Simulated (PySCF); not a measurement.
## ZrF(OH) + Cl₂ → ZrOCl₂ + HF

Level: PBE0 in the def2-TZVP basis family, computed in PySCF with density fitting; scalar-relativistic core potentials for atoms from Rb on, none lighter, no spin–orbit coupling; open shells unrestricted.

```csv
species,state and structure,E (Eh),ZPE (kJ/mol),H(298 K) − H(0) (kJ/mol),S° (J/(mol K))
ZrF(OH),"triplet, Cs, O–H 0.954 Å, Zr–F 1.925 Å, Zr–O 1.923 Å; F–Zr–O 141.2°, H–O–Zr 158.7°",-222.68444,37.3,14.1,302.6
Cl₂,"singlet, D∞h, Cl–Cl 1.982 Å",-920.08940,3.5,9.1,222.5
ZrOCl₂,"singlet, Cs, Zr–Cl 2.374 Å (×2), Zr–O 1.723 Å; Cl–Zr–Cl 123.1°, Cl–Zr–O 112.8° (×2)",-1042.54551,12.9,17.1,340.0
HF,"singlet, C∞v, H–F 0.920 Å",-100.39188,24.9,8.7,173.6
```

(1) What is the electronic reaction energy?

(2) Add zero-point, thermal and entropy terms for 298.15 K and 1 bar.

## Answers

(1) At PBE0/def2-TZVP, ΔE = -429.4 kJ/mol from the differences of the total energies times 2625.5, downhill. 

(2) ΔZPE = -3.0 and Δ[H(298) − H(0)] = 2.6 kJ/mol give ΔH° = -429.8 kJ/mol. ΔS° = -11.5 J/(mol K), so ΔG° = -429.8 − 298.15 × (-0.0115) = -426 kJ/mol.

Open d or f shells are single determinants, so the state found may not be the ground state. The structures come from searches over a few start shapes, so lower isomers are not excluded.
